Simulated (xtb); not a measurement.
CBr₄, SMILES BrC(Br)(Br)Br. All values are semi-empirical tight-binding results from xtb (GFN2-xTB unless named), good for trends rather than for accurate numbers. Geometry optimised at GFN2-xTB.

Optimised geometry:

```xyz
5

Br     1.1204     1.1204     1.1204
C      0.0000     0.0000     0.0000
Br    -1.1204     1.1204    -1.1204
Br    -1.1204    -1.1204     1.1204
Br     1.1204    -1.1204    -1.1204
```
Charge 0, spin multiplicity 1.

```yaml
point_group_as_xtb_finds_it: Td
orbital_gap: 3.31 eV
zero_point_energy: 3.6 kcal/mol
G − E(el) at 298.15 K (modified RRHO): -17.5 kcal/mol
static polarisability (D4 model): 94.1 bohr³
solvation energy, GFN2-xTB/ALPB(water): -1.9 kcal/mol
solvation energy, GFN2-xTB/ALPB(methanol): -5.4 kcal/mol
```

Computed atomic charges and the Wiberg bond orders between heavy atoms:
charges (e) Br1 -0.05, C2 0.22, Br3 -0.05, Br4 -0.05, Br5 -0.05. Bond orders Br1–C2 0.99, C2–Br3 0.99, C2–Br4 0.99, C2–Br5 0.99.
